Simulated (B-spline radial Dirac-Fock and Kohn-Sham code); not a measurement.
How the levels of technetium move as electrons are removed

The computed values come from a radial finite-basis atomic code: ΔSCF Dirac-Fock with Breit, self-energy and vacuum polarisation, finite nucleus, configuration average. Each ion is free and in its tabulated ground configuration. The model has no electron correlation.

Reference: Tc²⁹⁺, [Ne] 3s2 3p2, with K 22581.8 eV, L1 4509.2 eV. Shifts from it, in eV (a dash: the subshell is empty, belongs to an open shell averaged over j, or its hole state is left out as unreliable):

| ion | configuration | K | L1 |
| --- | --- | --- | --- |
| Tc³⁰⁺ | [Ne] 3s2 3p1 | +100.4 | +86.1 |
| Tc³¹⁺ | [Ne] 3s2 | +202.7 | +173.5 |
| Tc³²⁺ | [Ne] 3s1 | – | – |
| Tc³³⁺ | [He] 2s2 2p6 | +399.6 | +340.0 |
| Tc³⁴⁺ | [He] 2s2 2p5 | +646.1 | +498.1 |
| Tc³⁵⁺ | [He] 2s2 2p4 | +897.2 | +658.3 |
| Tc³⁶⁺ | [He] 2s2 2p3 | +1152.7 | +820.9 |
